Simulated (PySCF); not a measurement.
Species: C₆H₁₁F₃.
Geometry (PBE0-D3(BJ)/def2-SVP, Å), atoms numbered from 1 in this order:
```xyz
20
C6H11F3 angstrom
C     -3.1835    0.1118    0.6659
C     -1.7985   -0.4434    0.8990
F     -1.5078   -0.3468    2.2525
C     -0.7116    0.2736    0.1238
C      0.6770   -0.2895    0.3797
C      1.7711    0.4811   -0.3401
C      3.1446   -0.0881   -0.1071
F      4.0717    0.6387   -0.7731
F      3.2096   -1.3589   -0.5744
H     -3.9182   -0.4170    1.2894
H     -3.4760   -0.0027   -0.3884
H     -3.2163    1.1815    0.9228
H     -1.7767   -1.5210    0.6492
H     -0.9528    0.2166   -0.9516
H     -0.7425    1.3438    0.3955
H      0.8639   -0.2846    1.4664
H      0.7131   -1.3460    0.0642
H      1.6038    0.4828   -1.4304
H      1.7859    1.5340   -0.0141
H      3.4281   -0.1096    0.9612
```

The closed-shell ground state was solved at several levels (PySCF, density fitting, gas phase, non-relativistic).

| level | basis functions | total energy (Eh) | HOMO (eV) | LUMO (eV) | gap (eV) | dipole (D) |
| --- | --- | --- | --- | --- | --- | --- |
| PBE0/pcSseg-1 | 208 | -534.1838 | -9.11 | 1.33 | 10.44 | 2.25 |
| wB97X-D/pcSseg-1 | 208 | -534.5946 | -11.04 | 3.15 | 14.19 | 2.30 |

**Question.** What might CAM-B3LYP/def2-SVPD (277 basis functions) give for the same quantities?

**Answer.** Total energy -534.2376 Eh, HOMO -10.69 eV, LUMO 1.25 eV, gap 11.94 eV, dipole 2.43 D.

**Question.** Over all these levels, which gives the widest orbital gap and which the narrowest?

**Answer.** wB97X-D/pcSseg-1 (range-separated hybrid) has the widest, 14.19 eV, and PBE0/pcSseg-1 (global hybrid, 25 % exact exchange) the narrowest, 10.44 eV. The two share the basis. From the narrowest to the widest the HOMO moves by -1.93 eV and the LUMO by +1.82 eV.

**Question.** How far do the dipole and the HOMO energy spread over the levels?

**Answer.** The dipole runs from 2.25 to 2.43 D (mean 2.33 D) and the HOMO from -11.04 to -9.11 eV.

One conformer stands for the species.

wB97X-D is run here without its empirical dispersion term; that term would change no orbital, density or response property at a fixed geometry.
